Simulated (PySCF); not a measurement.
PySCF 2.14 output of an unrestricted r2SCANh calculation on a single atom or ion in x2c-QZVPPall (16s10p8d5f2g, 139 functions), with the spin-free X2C one-electron Hamiltonian (Gaussian nucleus):

```
SCF conv_tol = 1e-09
number electrons alpha = 28  beta = 27
    M. Bursch, H. Neugebauer, S. Ehlert, and S. Grimme.,  J. Chem. Phys. 156, 134105 (2022)
cycle= 1 E= -7786.11872403423  delta_E= -0.011  |g|= 0.0279  |ddm|= 0.678
cycle= 2 E= -7786.11884283111  delta_E= -0.000119  |g|= 0.0151  |ddm|= 0.0716
cycle= 3 E= -7786.11888351984  delta_E= -4.07e-05  |g|= 0.00583  |ddm|= 0.0631
cycle= 4 E= -7786.11888674375  delta_E= -3.22e-06  |g|= 0.000299  |ddm|= 0.0176
cycle= 5 E= -7786.11888699804  delta_E= -2.54e-07  |g|= 6.36e-05  |ddm|= 0.00357
cycle= 6 E= -7786.1188870173  delta_E= -1.93e-08  |g|= 6.11e-06  |ddm|= 0.00123
cycle= 7 E= -7786.11888701731  delta_E= -1.64e-11  |g|= 8.03e-07  |ddm|= 4.14e-05
converged SCF energy = -7786.11888701731  <S^2> = 0.75006817  2S+1 = 2.0000682
```

The run itself started from symmetry-adapted Hartree-Fock orbitals and held the occupation by maximum overlap, on a logarithmic radial grid, so the iterations belong to that start.

Problem. Which element, charge and spin multiplicity is this?

Solution. Cs (caesium, neutral), multiplicity 2; the state was [Xe] 6p1, 2P determinant (an excited configuration).

Spin-orbit coupling, absent here, splits the open shell strongly.
